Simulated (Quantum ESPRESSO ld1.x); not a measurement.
The numbers below are computed, except where a source is named.
Orbital energies (hartree) of the tantalum ion Ta33+, [Kr] 4d4: non-relativistic, with first-order perturbation theory as ld1.x prints it (mass-velocity, Darwin and spin-orbit terms), and from the self-consistent Dirac equation with open shells shared by 2j + 1. Spin-unpolarised spherical Kohn-Sham, LDA (Slater exchange, Perdew-Zunger correlation), point nucleus, ld1.x of Quantum ESPRESSO 7.5.

\begin{tabular}{lrrr}
orbital & non-rel. & first order & Dirac \\ \hline
1s1/2 & -2323.54 & -2508.47 & -2518.57 \\
2s1/2 & -421.211 & -470.531 & -472.596 \\
2p1/2 & -405.630 & -453.520 & -453.900 \\
2p3/2 & -405.630 & -414.955 & -407.273 \\
3s1/2 & -131.852 & -144.675 & -144.563 \\
3p1/2 & -124.753 & -136.855 & -136.350 \\
3p3/2 & -124.753 & -128.484 & -126.126 \\
3d3/2 & -111.600 & -114.834 & -112.377 \\
3d5/2 & -111.600 & -112.629 & -110.140 \\
4s1/2 & -58.1096 & -62.2465 & -62.1351 \\
4p1/2 & -55.0471 & -58.8721 & -58.6515 \\
4p3/2 & -55.0471 & -56.3545 & -55.6121 \\
4d3/2 & -49.5730 & -50.6532 & -49.9336 \\
4d5/2 & -49.5730 & -50.0221 & -49.2906 \\
5s1/2 (empty) & -32.4925 & -34.2371 & -34.1929 \\
5p1/2 (empty) & -31.0507 & -32.6670 & -32.5818 \\
5p3/2 (empty) & -31.0507 & -31.6258 & -31.3393 \\
\end{tabular}

First order keeps the non-relativistic potential frozen, so it lacks the indirect effect: the contracted s and p shells screen the nucleus better and push d and f levels up in the self-consistent Dirac solution.
